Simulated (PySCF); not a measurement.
C2H5, doublet, at a GFN2-xTB geometry; PySCF with B3LYP/def2-SVP.

Here is a job for PySCF.
```python
from pyscf import gto, scf, dft

mol = gto.M(
    atom='''
C    -0.02614715   -0.68564880   -0.01471818
C     0.00914777    0.78429993    0.01653914
H     0.98817534   -1.11000404   -0.01568722
H    -0.53087951   -1.08690884    0.86435588
H    -0.52155198   -1.05009079   -0.91400379
H     0.10921562    1.30609826    0.94783358
H     0.05703688    1.34899869   -0.89342413
''',
    basis='def2-svp',
    spin=1,
    verbose=4,
)

mf = dft.UKS(mol)
mf.xc = 'b3lyp'
mf.kernel()
```

Problem. Write the output that PySCF gives for this input, abridged.

Solution. 
```
PySCF version 2.14.0

[INPUT] verbose = 4
[INPUT] num. atoms = 7
[INPUT] num. electrons = 17
[INPUT] charge = 0
[INPUT] spin (= nelec alpha-beta = 2S) = 1
[INPUT] symmetry False subgroup None
[INPUT] Mole.unit = angstrom
[INPUT] Symbol           X                Y                Z      unit          X                Y                Z       unit  Magmom
[INPUT]  1 C     -0.026147150000  -0.685648800000  -0.014718180000 AA   -0.049410952438  -1.295688449637  -0.027813329252 Bohr   0.0
[INPUT]  2 C      0.009147770000   0.784299930000   0.016539140000 AA    0.017286779951   1.482112067216   0.031254444936 Bohr   0.0
[INPUT]  3 H      0.988175340000  -1.110004040000  -0.015687220000 AA    1.867380755649  -2.097603632761  -0.029644549456 Bohr   0.0
[INPUT]  4 H     -0.530879510000  -1.086908840000   0.864355880000 AA   -1.003216879043  -2.053960029969   1.633395887357 Bohr   0.0
[INPUT]  5 H     -0.521551980000  -1.050090790000  -0.914003790000 AA   -0.985590401925  -1.984383999028  -1.727216839914 Bohr   0.0
[INPUT]  6 H      0.109215620000   1.306098260000   0.947833580000 AA    0.206387610325   2.468168003171   1.791145877866 Bohr   0.0
[INPUT]  7 H      0.057036880000   1.348998690000  -0.893424130000 AA    0.107784082200   2.549238066497  -1.688326918778 Bohr   0.0

nuclear repulsion = 37.2771801555113
number of shells = 27
number of NR pGTOs = 83
number of NR cGTOs = 53
basis = def2-svp
ecp = {}

******** <class 'pyscf.dft.uks.UKS'> ********
method = UKS
initial guess = minao
damping factor = 0
level_shift factor = 0
DIIS = <class 'pyscf.scf.diis.CDIIS'>
diis_start_cycle = 1
diis_space = 8
diis_damp = 0
SCF conv_tol = 1e-09
SCF conv_tol_grad = None
SCF max_cycles = 50
direct_scf = True
direct_scf_tol = 1e-13
number electrons alpha = 9  beta = 8
XC library pyscf.dft.libxc version 7.1.2
    S. Lehtola, C. Steigemann, M. J. T. Oliveira, and M. A. L. Marques,  SoftwareX 7, 1–5 (2018)
XC functionals = b3lyp
    P. J. Stephens, F. J. Devlin, C. F. Chabalowski, and M. J. Frisch,  J. Phys. Chem. 98, 11623 (1994)
radial grids:
    Treutler-Ahlrichs [JCP 102, 346 (1995); DOI:10.1063/1.469408] (M4) radial grids

becke partition: Becke, JCP 88, 2547 (1988); DOI:10.1063/1.454033
pruning grids: <function nwchem_prune>
grids dens level: 3
symmetrized grids: False
atomic radii adjust function: <function treutler_atomic_radii_adjust>
small_rho_cutoff = 0
Set gradient conv threshold to 3.16228e-05
tot grids = 77280
init E= -79.0231402129722

cycle= 1 E= -79.0773378068596  delta_E= -0.0542  |g|= 0.188  |ddm|= 1.71
cycle= 2 E= -79.0756132460988  delta_E= 0.00172  |g|= 0.207  |ddm|= 0.399
cycle= 3 E= -79.099501132745  delta_E= -0.0239  |g|= 0.0102  |ddm|= 0.202
cycle= 4 E= -79.0995927138348  delta_E= -9.16e-05  |g|= 0.00458  |ddm|= 0.0196
cycle= 5 E= -79.0996056492883  delta_E= -1.29e-05  |g|= 0.00223  |ddm|= 0.0063
cycle= 6 E= -79.0996088233938  delta_E= -3.17e-06  |g|= 0.000631  |ddm|= 0.00273
cycle= 7 E= -79.0996091765925  delta_E= -3.53e-07  |g|= 7.18e-05  |ddm|= 0.00102
cycle= 8 E= -79.0996091833396  delta_E= -6.75e-09  |g|= 2.18e-05  |ddm|= 0.000177
cycle= 9 E= -79.0996091837355  delta_E= -3.96e-10  |g|= 5.27e-06  |ddm|= 4.36e-05
Extra cycle  E= -79.0996091837626  delta_E= -2.71e-11  |g|= 2.52e-06  |ddm|= 1.33e-05
converged SCF energy = -79.0996091837626  <S^2> = 0.75368095  2S+1 = 2.0036776
```
